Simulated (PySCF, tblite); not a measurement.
Write a Z-matrix for `CCC[P@@](C)(=O)[O-]` as optimised with GFN2-xTB. (Charge -1.)

Z-matrix in Å and degrees, rows numbered from 1:
```
C 
C   1  1.5253
C   2  1.5136  1  113.73
P   3  1.8757  2  105.33  1  -179.95
C   4  1.8714  3   99.02  2   179.99
O   4  1.4916  3  109.26  2   -65.72
O   4  1.4916  3  109.17  2    65.73
H   1  1.0899  2  110.46  3    59.84
H   1  1.0902  2  111.02  3   179.98
H   1  1.0900  2  110.58  3   -59.81
H   2  1.0929  1  110.24  3   121.13
H   2  1.0929  1  110.12  3  -120.98
H   3  1.0920  2  111.07  1    60.65
H   3  1.0919  2  110.98  1   -60.77
H   5  1.0891  4  106.49  3  -179.90
H   5  1.0871  4  110.99  3   -61.33
H   5  1.0871  4  111.02  3    61.50
```

Of the pairs four or more bonds apart, O7···H12 is among the closest relative to their van der Waals radii: 2.71 Å, 100 % of the sum of Bondi's values. P4 (phosphoryl phosphorus) is distorted tetrahedral (angles from 99.0° to 118.8°).

Structure optimised with GFN2-xTB, isolated species.

Point group: Cs (tolerance 0.08 Å). Its GFN2-xTB frequencies are all real (lowest 66 cm⁻¹). Torsions: C1–C2–C3–P4 180°, C2–C3–P4–C5 180°.

One conformer stands for the species.

These are computed values.
